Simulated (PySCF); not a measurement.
Species: C6H15PSi.
Cartesian coordinates in Å at the PBE0-D3(BJ)/def2-SVP level; atoms count from 1:
```xyz
23
C6H15PSi angstrom
C     -2.1706   -0.7377    1.3835
C     -1.3388   -0.4603    0.3701
C     -1.7932   -0.4080   -1.0569
P      0.4157   -0.1097    0.8262
C      0.6105    1.5976    0.1064
C     -0.2191    2.6348    0.8465
C      1.3367   -1.0831   -0.4623
Si     3.2069   -1.0454   -0.2200
H     -3.2351   -0.9361    1.2129
H     -1.8113   -0.7754    2.4162
H     -1.5995    0.5803   -1.5056
H     -2.8709   -0.6130   -1.1420
H     -1.2576   -1.1462   -1.6753
H      0.3672    1.5901   -0.9706
H      1.6839    1.8394    0.1806
H     -1.2956    2.4119    0.7776
H     -0.0580    3.6428    0.4340
H      0.0409    2.6627    1.9163
H      1.0874   -0.7625   -1.4890
H      1.0251   -2.1373   -0.3616
H      3.5732   -1.6523    1.0946
H      3.8781   -1.8167   -1.3124
H      3.7279    0.3562   -0.2557
```

All values: PBE0/pcSseg-1 (PySCF, non-relativistic), on one gas-phase PBE0-D3(BJ)/def2-SVP geometry that isn't relaxed in the solvent. The solvent is an IEF-PCM continuum (Bondi radii, 1.10 Å for H, scaled by 1.2). Only the electrostatic response of the medium enters.

```json
{"run": "gas", "E − E(gas) (kJ/mol)": "0.00", "HOMO (eV)": "-6.54", "HOMO–LUMO gap (eV)": "6.38", "dipole (D)": "1.83"}
{"run": "P", "E − E(gas) (kJ/mol)": "-13.38", "HOMO (eV)": "-6.62", "HOMO–LUMO gap (eV)": "6.53", "dipole (D)": "2.71"}
{"run": "Q", "E − E(gas) (kJ/mol)": "-9.28", "HOMO (eV)": "-6.57", "HOMO–LUMO gap (eV)": "6.48", "dipole (D)": "2.38"}
```

Q: The runs were made in chloroform and methanol. Which run belongs to which solvent?

A: P = methanol, Q = chloroform. The dielectric constants are 4.711 (chloroform), 32.61 (methanol), and the energy falls further as ε rises. In this model the ground state sees the solvent through ε alone.

Q: How constant is the ratio of the lowering to (ε − 1)/(2ε + 1)?

A: 
```csv
solvent,(ε − 1)/(2ε + 1),E − E(gas) (kJ/mol),ratio (kJ/mol),polarisation term (kJ/mol)
chloroform,0.356,-9.28,-26.1,-10.46
methanol,0.477,-13.38,-28.0,-16.15
```

The ratio changes by +7.5 % in size from chloroform to methanol. The polarisation term is half the interaction of the solute with the induced surface charges.

On Arm Neoverse V2, one thread, no GPU, shared host with 192 logical CPUs at a one-minute load of 236, this took 45 s wall and 1.3 GiB of memory at its peak. This is the whole shielding run at PBE0/pcSseg-1 in methanol, SCF included.
